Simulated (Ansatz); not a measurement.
Z-matrix (Å, degrees):
```
Si
H 1 1.4940
H 1 1.4973 2 109.39
H 1 1.4977 2 109.29 3 118.06
B 1 2.0216 2 112.15 4 120.77
Cl 5 1.7533 1 122.06 2 -1.47
Cl 5 1.7557 6 118.52 1 179.83
```
Charge 0, spin multiplicity 1.

Computed with frozen-core CCSD(T)/cc-pVTZ // PBE-D3(BJ)/def2-TZVP run with Ansatz (a program for electronic structure).

The HF energy comes out as -1234.49157 Ha and the MP2 correlation energy comes out as -0.59853 Ha.

### Question
Estimate the CCSD correlation energy, the (T) correction, the total energy and the T1 diagnostic.

### Answer

CCSD correlation energy: -0.65494 Ha
(T) correction: -0.02794 Ha
CCSD(T) total energy: -1235.17444 Ha
T1 diagnostic: 0.013
